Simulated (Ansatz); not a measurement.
## Nudged elastic band run: Cl$_{2}$F$_{2}$H$_{3}$In

Input:

```yaml
crystal:
  periodic: [false, false, false]
  atoms:
    - { symbol: In, position_ang: [-0.570806, 0.032735, -1.021944] }
    - { symbol: H, position_ang: [0.699539, 1.186061, -0.540057] }
    - { symbol: Cl, position_ang: [0.074553, -1.888355, -2.257595] }
    - { symbol: Cl, position_ang: [-2.815758, 0.779888, -1.174449] }
    - { symbol: H, position_ang: [0.272288, -0.466537, 1.517718] }
    - { symbol: F, position_ang: [-0.552046, -0.856995, 1.147703] }
    - { symbol: H, position_ang: [1.368929, 0.83644, 0.741698] }
    - { symbol: F, position_ang: [1.5234, 0.376762, 1.587026] }
basis:
  gaussian: { orbitals: def2-SVP }
hamiltonian:
  xc: blyp
  dispersion: d4
neb:
  order_check: false
  images: 5
  f_tol: 0.05
  max_iterations: 60
  final_atoms:
    - { symbol: In, position_ang: [-0.60575657, -0.48587319, -0.28937446] }
    - { symbol: H, position_ang: [0.98763866, 1.97637728, -0.97988306] }
    - { symbol: Cl, position_ang: [0.7635612, -1.62832931, -1.81950232] }
    - { symbol: Cl, position_ang: [-2.13116628, 1.27459236, -0.59891901] }
    - { symbol: H, position_ang: [-0.05243391, -0.84898033, 1.88350392] }
    - { symbol: F, position_ang: [-1.08195995, -1.65821048, 1.37344417] }
    - { symbol: H, position_ang: [1.5171156, 1.46287886, -1.19362502] }
    - { symbol: F, position_ang: [0.60310024, -0.0924562, 1.62445577] }
  initial_path:
    images:
      - { positions_ang: [[-0.570806, 0.032735, -1.021944], [0.699539, 1.186061, -0.540057], [0.074553, -1.888355, -2.257595], [-2.815758, 0.779888, -1.174449], [0.272288, -0.466537, 1.517718], [-0.552046, -0.856995, 1.147703], [1.368929, 0.83644, 0.741698], [1.5234, 0.376762, 1.587026]] }
      - { positions_ang: [[-0.62465369, -0.00681163, -0.99530508], [0.78139441, 1.2402387, -0.48173691], [0.13407684, -1.84724394, -2.21900871], [-2.8216457, 0.77905171, -1.19144867], [0.31628277, -0.46155568, 1.52943225], [-0.60276824, -0.84635994, 1.19874012], [1.32564021, 0.84159644, 0.63701541], [1.4917724, 0.30108334, 1.52241159]] }
      - { positions_ang: [[-0.67850139, -0.04635826, -0.96866617], [0.86324981, 1.2944164, -0.42341681], [0.19360068, -1.80613289, -2.18042243], [-2.8275334, 0.77821541, -1.20844833], [0.36027755, -0.45657435, 1.54114649], [-0.65349047, -0.83572488, 1.24977724], [1.28235141, 0.84675288, 0.53233282], [1.4601448, 0.22540468, 1.45779718]] }
      - { positions_ang: [[-0.73234908, -0.08590488, -0.94202725], [0.94510522, 1.3485941, -0.36509672], [0.25312453, -1.76502183, -2.14183614], [-2.8334211, 0.77737912, -1.225448], [0.40427232, -0.45159303, 1.55286074], [-0.70421271, -0.82508981, 1.30081437], [1.23906262, 0.85190932, 0.42765023], [1.4285172, 0.14972603, 1.39318277]] }
      - { positions_ang: [[-0.69015157, -0.21922765, -0.72447632], [0.95928303, 1.55785516, -0.5700255], [0.42327008, -1.71945766, -2.03439153], [-2.59933616, 0.94311686, -1.016605], [0.25203691, -0.58405546, 1.66307513], [-0.83012845, -1.1027967, 1.3250243], [1.33174695, 1.05556584, -0.11277485], [1.15337822, 0.06899862, 1.47027377]] }
      - { positions_ang: [[-0.64795407, -0.35255042, -0.50692539], [0.97346085, 1.76711622, -0.77495428], [0.59341564, -1.67389348, -1.92694693], [-2.36525122, 1.10885461, -0.80776201], [0.0998015, -0.7165179, 1.77328953], [-0.9560442, -1.38050359, 1.34923424], [1.42443127, 1.25922235, -0.65319993], [0.87823923, -0.01172879, 1.54736477]] }
      - { positions_ang: [[-0.60575657, -0.48587319, -0.28937446], [0.98763866, 1.97637728, -0.97988306], [0.7635612, -1.62832931, -1.81950232], [-2.13116628, 1.27459236, -0.59891901], [-0.05243391, -0.84898033, 1.88350392], [-1.08195995, -1.65821048, 1.37344417], [1.5171156, 1.46287886, -1.19362502], [0.60310024, -0.0924562, 1.62445577]] }
```

Run as:

```bash
$ ansatz run input.yaml --threads 2 --pin off --max-ram 3072MiB --backend cpu --events-out ev --progress --plain --runs-dir out
```

Output, in part (warnings, iteration lines, the closing report on the highest movable image, with atoms numbered from 0):

```
NEB end point (image 0): max|allowed force component| = 2.407e-2 eV/Å (the criterion of neb.relax_end_points is 1.000e-2)
NEB end point (image 6): max|allowed force component| = 1.644e-2 eV/Å (the criterion of neb.relax_end_points is 1.000e-2)
NEB iter   1: max|band force component| = 2.769e0 eV/Å  barrier→ = 0.7702 eV  barrier← = 1.0471 eV  Δτ_max = 0.2000 Å  (189 SCF iters)
NEB iter   2: max|band force component| = 1.503e0 eV/Å  barrier→ = 0.5897 eV  barrier← = 0.8666 eV  Δτ_max = 0.2000 Å  (175 SCF iters)
NEB iter   3: max|band force component| = 1.784e0 eV/Å  barrier→ = 0.5843 eV  barrier← = 0.8612 eV  Δτ_max = 0.1925 Å  (163 SCF iters)
NEB iter   4: max|band force component| = 8.097e-1 eV/Å  barrier→ = 0.6098 eV  barrier← = 0.8866 eV  Δτ_max = 0.1929 Å  (156 SCF iters)
NEB iter   5: max|band force component| = 1.713e0 eV/Å  barrier→ = 0.6621 eV  barrier← = 0.9389 eV  Δτ_max = 0.1016 Å  (158 SCF iters)
NEB iter   6: max|band force component| = 3.871e-1 eV/Å  barrier→ = 0.6373 eV  barrier← = 0.9142 eV  CI = image 2  Δτ_max = 0.1619 Å  (144 SCF iters)
NEB iter   7: max|band force component| = 2.864e-1 eV/Å  barrier→ = 0.5825 eV  barrier← = 0.8594 eV  CI = image 2  Δτ_max = 0.0810 Å  (146 SCF iters)
NEB iter   8: max|band force component| = 6.178e-1 eV/Å  barrier→ = 0.5701 eV  barrier← = 0.8470 eV  CI = image 2  Δτ_max = 0.0408 Å  (142 SCF iters)
NEB iter   9: max|band force component| = 2.929e-1 eV/Å  barrier→ = 0.5598 eV  barrier← = 0.8367 eV  CI = image 2  Δτ_max = 0.0728 Å  (142 SCF iters)
NEB iter  10: max|band force component| = 3.996e-1 eV/Å  barrier→ = 0.5131 eV  barrier← = 0.7900 eV  CI = image 2  Δτ_max = 0.0820 Å  (144 SCF iters)
NEB iter  11: max|band force component| = 5.721e-1 eV/Å  barrier→ = 0.4308 eV  barrier← = 0.7077 eV  CI = image 2  Δτ_max = 0.0824 Å  (143 SCF iters)
NEB iter  12: max|band force component| = 6.512e-1 eV/Å  barrier→ = 0.3429 eV  barrier← = 0.6198 eV  CI = image 2  Δτ_max = 0.0806 Å  (144 SCF iters)
NEB iter  13: max|band force component| = 4.068e-1 eV/Å  barrier→ = 0.2776 eV  barrier← = 0.5544 eV  CI = image 2  Δτ_max = 0.1612 Å  (143 SCF iters)
NEB iter  14: max|band force component| = 4.122e-1 eV/Å  barrier→ = 0.2967 eV  barrier← = 0.5736 eV  CI = image 2  Δτ_max = 0.1216 Å  (145 SCF iters)
NEB iter  15: max|band force component| = 1.656e-1 eV/Å  barrier→ = 0.2902 eV  barrier← = 0.5671 eV  CI = image 2  Δτ_max = 0.0264 Å  (143 SCF iters)
NEB iter  16: max|band force component| = 8.828e-2 eV/Å  barrier→ = 0.2867 eV  barrier← = 0.5636 eV  CI = image 2  Δτ_max = 0.0763 Å  (146 SCF iters)
NEB iter  17: max|band force component| = 1.163e-1 eV/Å  barrier→ = 0.2839 eV  barrier← = 0.5608 eV  CI = image 2  Δτ_max = 0.0382 Å  (146 SCF iters)
NEB iter  18: max|band force component| = 6.097e-2 eV/Å  barrier→ = 0.2817 eV  barrier← = 0.5586 eV  CI = image 2  Δτ_max = 0.0384 Å  (147 SCF iters)
NEB iter  19: max|band force component| = 8.956e-2 eV/Å  barrier→ = 0.2792 eV  barrier← = 0.5561 eV  CI = image 2  Δτ_max = 0.0191 Å  (145 SCF iters)
NEB iter  20: max|band force component| = 7.650e-2 eV/Å  barrier→ = 0.2781 eV  barrier← = 0.5550 eV  CI = image 2  Δτ_max = 0.0192 Å  (149 SCF iters)
NEB iter  21: max|band force component| = 4.735e-2 eV/Å  barrier→ = 0.2771 eV  barrier← = 0.5540 eV  CI = image 2  Δτ_max = 0.0191 Å  (149 SCF iters)
NEB iter  22: max|band force component| = 5.450e-2 eV/Å  barrier→ = 0.2762 eV  barrier← = 0.5531 eV  CI = image 2  Δτ_max = 0.0382 Å  (31 SCF iters)
NEB iter  23: max|band force component| = 4.288e-2 eV/Å  barrier→ = 0.2747 eV  barrier← = 0.5516 eV  CI = image 2  Δτ_max = 0.0382 Å  (150 SCF iters)
NEB iter  24: max|band force component| = 9.595e-2 eV/Å  barrier→ = 0.2736 eV  barrier← = 0.5504 eV  CI = image 2  Δτ_max = 0.0763 Å  (29 SCF iters)
NEB iter  25: max|band force component| = 7.476e-2 eV/Å  barrier→ = 0.2724 eV  barrier← = 0.5493 eV  CI = image 2  Δτ_max = 0.0661 Å  (139 SCF iters)
NEB iter  26: max|band force component| = 8.045e-2 eV/Å  barrier→ = 0.2718 eV  barrier← = 0.5486 eV  CI = image 2  Δτ_max = 0.0332 Å  (139 SCF iters)
NEB iter  27: max|band force component| = 7.563e-2 eV/Å  barrier→ = 0.2713 eV  barrier← = 0.5482 eV  CI = image 2  Δτ_max = 0.0166 Å  (147 SCF iters)
NEB iter  28: max|band force component| = 3.205e-2 eV/Å  barrier→ = 0.2711 eV  barrier← = 0.5480 eV  CI = image 2  Δτ_max = 0.0330 Å  (252 SCF iters)
NEB iter  29: max|band force component| = 7.831e-2 eV/Å  barrier→ = 0.2713 eV  barrier← = 0.5482 eV  CI = image 2  Δτ_max = 0.0330 Å  (30 SCF iters)
NEB iter  30: max|band force component| = 1.022e-1 eV/Å  barrier→ = 0.2709 eV  barrier← = 0.5478 eV  CI = image 2  Δτ_max = 0.0165 Å  (146 SCF iters)
NEB iter  31: max|band force component| = 7.393e-2 eV/Å  barrier→ = 0.2708 eV  barrier← = 0.5477 eV  CI = image 2  Δτ_max = 0.0166 Å  (149 SCF iters)
NEB iter  32: max|band force component| = 5.319e-2 eV/Å  barrier→ = 0.2708 eV  barrier← = 0.5477 eV  CI = image 2  Δτ_max = 0.0164 Å  (134 SCF iters)
NEB iter  33: max|band force component| = 3.056e-2 eV/Å  barrier→ = 0.2708 eV  barrier← = 0.5477 eV  CI = image 2  Δτ_max = 0.0000 Å  (265 SCF iters)
Total energy: -35690.32664121 eV, -1311.5953122922 hartree
Atom 0 at    -0.619919    -0.200802    -0.896900 Å, force    -0.000203    -0.000288    -0.000120 eV/Å
Atom 1 at     0.836041     1.020838    -0.445218 Å, force     0.000441     0.000013     0.000642 eV/Å
Atom 2 at     0.163266    -1.863831    -2.376623 Å, force    -0.000061     0.000125     0.000024 eV/Å
Atom 3 at    -2.641889     1.001332    -1.084294 Å, force     0.000098     0.000027     0.000052 eV/Å
Atom 4 at     0.410818    -0.300637     1.554191 Å, force    -0.000651    -0.000154    -0.000947 eV/Å
Atom 5 at    -0.472610    -0.959814     1.104890 Å, force     0.000213    -0.000167     0.000506 eV/Å
Atom 6 at     1.082853     0.841503     0.482051 Å, force    -0.000330     0.000372    -0.001616 eV/Å
Atom 7 at     1.241540     0.461411     1.662004 Å, force     0.000494     0.000072     0.001459 eV/Å
Dipole moment:     0.203877     0.188979     0.024397 e Å
```

The run converged. The band force fell under the threshold earlier too, but the program's further tests of the path sent the band on. A vibrational analysis at the climbing image gives one clearly imaginary mode, 816i cm⁻¹: a first-order saddle point. The orbitals stay closed-shell, which can raise the energy where a bond breaks towards radicals; this wasn't checked here.

Final band (atoms are numbered from 1 in the order of the input):

```json
{"image": "0", "path coordinate (Å)": "0.00", "energy (kJ/mol)": "0.0", "In1–H2 (Å)": "1.78", "H5–F6 (Å)": "0.98", "H7–F8 (Å)": "0.97"}
{"image": "1", "path coordinate (Å)": "0.45", "energy (kJ/mol)": "2.0", "In1–H2 (Å)": "1.79", "H5–F6 (Å)": "1.00", "H7–F8 (Å)": "0.99"}
{"image": "2", "path coordinate (Å)": "0.89", "energy (kJ/mol)": "26.1", "In1–H2 (Å)": "1.95", "H5–F6 (Å)": "1.19", "H7–F8 (Å)": "1.25"}
{"image": "3", "path coordinate (Å)": "1.90", "energy (kJ/mol)": "0.5", "In1–H2 (Å)": "2.44", "H5–F6 (Å)": "1.55", "H7–F8 (Å)": "1.90"}
{"image": "4", "path coordinate (Å)": "2.90", "energy (kJ/mol)": "-13.2", "In1–H2 (Å)": "2.67", "H5–F6 (Å)": "1.48", "H7–F8 (Å)": "2.12"}
{"image": "5", "path coordinate (Å)": "3.91", "energy (kJ/mol)": "-25.0", "In1–H2 (Å)": "3.01", "H5–F6 (Å)": "1.41", "H7–F8 (Å)": "2.62"}
{"image": "6", "path coordinate (Å)": "4.92", "energy (kJ/mol)": "-26.7", "In1–H2 (Å)": "3.01", "H5–F6 (Å)": "1.41", "H7–F8 (Å)": "3.35"}
```

Time of the run: 4.5 min on 2 threads of Intel(R) Xeon(R) Platinum 8488C (Sapphire Rapids), on a shared host, peak memory 0.16 GiB.
